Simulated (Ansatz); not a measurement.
Cartesian coordinates in Å:
```
Al -0.394 1.679 -0.155
S -0.941 1.083 1.931
Al 0.146 -0.755 1.672
Si 0.304 -1.144 -0.753
H 1.164 1.836 -0.429
H -1.504 2.386 -1.031
H 0.608 -1.734 2.820
H 1.604 -1.124 -1.470
H -0.471 0.051 -1.326
H -0.517 -2.280 -1.259
```

Charge 0, multiplicity 1.

**Question.** List the B3LYP/def2-TZVPP orbital energies in eV (Ansatz). (An estimate is asked.)

**Answer.** The calculation gave: Occupied: -2417.20, -1799.48, -1525.19, -1524.65, -215.26, -159.74, -159.73, -159.69, -144.04, -113.14, -112.58, -99.39, -99.33, -99.31, -73.87, -73.71, -73.66, -73.31, -73.17, -73.10, -18.93, -15.56, -11.90, -11.25, -10.27, -9.90, -9.09, -8.57, -8.34, -7.65, -7.24. Lowest empty: -2.25, -1.10, -0.69, -0.39, 0.05, 0.57, 1.20, 1.31.

B3LYP here is the variant with VWN-RPA as its local correlation; programs differ in this.
